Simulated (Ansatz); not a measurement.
disulfane (SMILES SS) moved off its minimum; all values from Ansatz (an electronic-structure program), cores frozen in correlated methods.
(charge 0, multiplicity 1)
```xyz
4

S     -1.0286     0.0595     0.5569
S      0.8674     0.0692    -0.5322
H     -1.5729    -0.8423    -0.2972
H      1.5738    -0.8808     0.2384
```

Forces at HF/def2-TZVPP (eV/Å):

| atom | Fx | Fy | Fz |
|---|---|---|---|
| S1 | 1.472 | -0.726 | -1.696 |
| S2 | -0.415 | -1.139 | 2.025 |
| H3 | 0.063 | 0.541 | 0.708 |
| H4 | -1.119 | 1.325 | -1.037 |

Question: Give the forces (eV/Å), the total energy and the dipole at CCSD(T)/aug-cc-pV(T+d)Z.

Answer: 
```csv
atom,Fx,Fy,Fz
S1,1.183,-0.403,-1.065
S2,-0.275,-0.827,1.434
H3,-0.016,0.248,0.369
H4,-0.892,0.981,-0.738
```
Energy -796.6816 hartree, dipole 1.03 D.
